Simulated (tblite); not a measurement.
Species: C2H6FPSi2.
SMILES: `F[Si@@H]1C=C[SiH2]P1`

Computed with GFN2-xTB (tblite): harmonic, unscaled wavenumbers at the GFN2-xTB geometry, gas phase. Errors from tens to a few hundred cm⁻¹ against measured bands are possible. Modes of hydrogen on phosphorus and silicon can be 10 to 20 % off.

Harmonic wavenumbers (cm⁻¹): 41.9, 156.0, 163.5, 245.5, 301.3, 431.6, 452.0, 464.1, 488.5, 517.8, 560.7, 613.3, 645.8, 664.3, 707.2, 718.9, 736.3, 741.0, 768.0, 812.1, 938.2, 1113.7, 1283.2, 1610.7, 2211.0, 2229.3, 2293.3, 2318.9, 3021.8, 3038.2.

A = 2804, B = 1594, C = 1126 MHz; mass 135.973 u (most abundant isotopes); point group C1, symmetry number 1.

Zero-point energy?

½Σν̃ = 15144 cm⁻¹ = 43.30 kcal/mol.

Give the ideal-gas entropy at 400 K and 1 bar in the rigid-rotor, harmonic-oscillator model (classical rotation).

Translation 42.12, rotation 29.42, vibration 28.94: S = 100.5 cal/(mol K).

And Cp and H(400 K) − H(0)?

Cp = 39.63 cal/(mol K), of which vibrations give 31.69 (their classical limit is 30 R = 59.6); H(400 K) − H(0) = 9.55 kcal/mol without the zero-point energy, 6.37 from vibrations.

What must be added to the electronic energy to get the Gibbs energy at 400 K and 1 bar?

ZPE + [H(400 K) − H(0)] − T·S = 43.30 + 9.55 − 40.20 = 12.65 kcal/mol.

How do the functions run with temperature in this model?

```
 T (K)  S (cal/(mol K))  Cp (cal/(mol K))  H − H(0) (kcal/mol)  G − H(0) (kcal/mol)  ln q(vib)
   150             72.2              19.1                 1.92                -8.91       1.82
   250             84.3              29.1                 4.33               -16.75       3.59
298.15             89.8              33.1                 5.83               -20.94       4.52
   600            118.2              47.7                18.36               -52.58      10.47
   900            139.0              54.7                33.82               -91.31      15.81
```

q(vib) and H(0) count from the zero-point level.

Blend soft modes into free rotors: weight 1/[1 + (100 cm⁻¹/ν̃)⁴] for the oscillator and the rest for a rotor with moment μB/(μ + B), μ = h/(8π²ν), B = 10⁻⁴⁴ kg m². What vibrational entropy results?

27.15 cal/(mol K) in place of 28.94, which changes −T·S at 400 K by +0.72 kcal/mol.

Which modes carry the vibrational entropy at 400 K?

41.9 cm⁻¹: 5.75; 156.0 cm⁻¹: 3.16; 163.5 cm⁻¹: 3.07; 245.5 cm⁻¹: 2.30; 301.3 cm⁻¹: 1.92; 431.6 cm⁻¹: 1.30 cal/(mol K); the other 24 give 11.44 together.

Hindered rotation and anharmonicity are outside this model. The structure is chiral; the term R ln 2 for an equal mix with its mirror image is left out.
